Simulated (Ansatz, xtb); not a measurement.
## Ranking isomers of C2H2Br2

3 gas-phase structures of C2H2Br2, from a drawn sample of its isomers (lower ones may exist). Each was relaxed with GFN2-xTB:

A. `C=C(Br)Br`, a singlet
B. `Br/C=C/Br`, a singlet
C. `Br/C=C\Br`, a singlet

Make a reasoned guess at their ranking by r2SCAN-D4/def2-SVP single-point energy.

Calculated order at r2SCAN-D4/def2-SVP: C (0.000), B (0.006), A (0.085) eV. Less than 1 kcal/mol parts C and B, so the order within that pair means little.

Energies above the lowest of each column, in eV; the last columns are at PBE-D3(BJ)/def2-SVP geometries:

```csv
structure,GFN2-xTB,HF/STO-3G,r2SCAN-D4/def2-SVP,PBE-D3(BJ)/def2-SVP,CCSD(T)/def2-SVP + ΔMP2/def2-TZVPP
C,0.071,0.031,0.000,0.000,0.000
B,0.000,0.000,0.006,0.020,0.005
A,0.120,0.074,0.085,0.095,0.071
```

CCSD(T)/def2-SVP + ΔMP2/def2-TZVPP has B and C within 1 kcal/mol of each other at the bottom, and every level picks one of them. ΔMP2 is the change of the MP2 energy from the smaller to the larger basis.

Programs: Ansatz 0.2.0, xtb 6.7.1.
